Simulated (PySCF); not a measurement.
One molecule, many functionals

As2.
SMILES: `[As]#[As]`

Linear-response calculations in the def2-SVPD basis (PySCF; singlets by full response, triplets Tamm–Dancoff, core orbitals frozen in the response; HF means time-dependent Hartree–Fock). 'Strongest' is the level of largest summed f among the singlets computed (10 roots, of which the last may lack a degenerate partner); it can jump between rows when another state enters that window. S1 is the lowest singlet of each run and needn't be the same state throughout; f(S1) is that of one state. Isolated species at its PBE0-D3(BJ)/def2-SVP geometry, gas phase. The LDA/def2-SVPD calculation is non-relativistic and has no spin–orbit coupling, an omission that weighs most on arsenic.

```
functional                               kind  S1 (eV)  f(S1)  strongest (eV)  T1 (eV)  HOMO (eV)  gap (eV)  ionisation energy, ΔSCF (eV)
       LDA                                LDA     3.17  0.000            7.09     2.45      -6.64      3.17                         10.02
       PBE                                GGA     3.19  0.000            7.03     2.27      -6.49      3.19                          9.76
     B3LYP  global hybrid, 20% exact exchange     2.99  0.000            7.03     2.17      -7.16      4.42                          9.74
      PBE0  global hybrid, 25% exact exchange     3.02  0.000            7.22     2.06      -7.44      4.82                          9.75
 BHandHLYP  global hybrid, 50% exact exchange     2.73  0.000            7.15     1.91      -8.12      6.36                          9.54
 CAM-B3LYP             range-separated hybrid     2.73  0.000            7.10     1.99      -8.49      6.94                          9.67
   wB97X-D             range-separated hybrid     2.82  0.000            7.18     2.10      -9.11      8.19                          9.70
   LC-wPBE             range-separated hybrid     2.54  0.000            7.46     1.77      -9.78      9.15                          9.65
        HF                       Hartree–Fock     2.20  0.000            7.17     1.25      -9.26      9.57                   not settled
```

S1 runs from 2.20 eV (HF) to 3.19 eV (PBE), a spread of 0.99 eV, while the orbital gap spreads over 6.4 eV. −ε(HOMO) comes closest to its own ΔSCF ionisation energy with LC-wPBE (+0.13 eV) and misses most with LDA (-3.38 eV). 'Not settled' means that the ion's SCF failed to converge or may have ended in another state than the lowest.
